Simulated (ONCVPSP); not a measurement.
## u(r) = r·R(r): atom against pseudo-atom (strontium (Sr))

Columns: radius, all-electron u(r) and pseudo u(r) of the 4d shell (level -0.90 eV) of strontium in the configuration [Kr] 4d0.5 5s1.5; BLYP, scalar-relativistic, ONCV scheme, ONCVPSP 4.0.1.

```tsv
r (bohr)	all-electron	pseudo
0.210	-0.1542	0.0022
0.420	-0.1609	0.0169
0.630	-0.0178	0.0529
0.840	0.1404	0.1129
1.050	0.2700	0.1927
1.260	0.3641	0.2830
1.470	0.4268	0.3715
1.680	0.4651	0.4468
1.890	0.4862	0.5013
2.100	0.4953	0.5319
2.310	0.4964	0.5406
2.520	0.4919	0.5326
2.730	0.4838	0.5144
2.940	0.4731	0.4922
3.150	0.4607	0.4704
3.360	0.4473	0.4509
3.570	0.4333	0.4341
3.780	0.4189	0.4190
3.990	0.4042	0.4042
4.200	0.3895	0.3895
4.410	0.3747	0.3747
4.620	0.3601	0.3601
4.830	0.3455	0.3455
5.040	0.3312	0.3312
5.250	0.3171	0.3171
5.460	0.3033	0.3033
```

How many radial nodes do the two functions have?

The all-electron 4d function has n − l − 1 = 1; the pseudo-wave has 0, since the states of the same l below it are removed with the core.

At about which radius was the pseudo-wave matched?

4.00 bohr. The columns agree to 0.0005 from 3.78 bohr on; several derivatives are matched, so the curves merge somewhat inside the radius.

Where does each function peak?

Outermost all-electron maximum near 2.31 bohr, pseudo maximum near 2.31 bohr (to the table’s step).

Is the pseudo-wave norm-conserving?

Yes: the ONCV scheme keeps the norm inside the radius equal to the all-electron one, which fixes the energy derivative of the logarithmic derivative at the level.
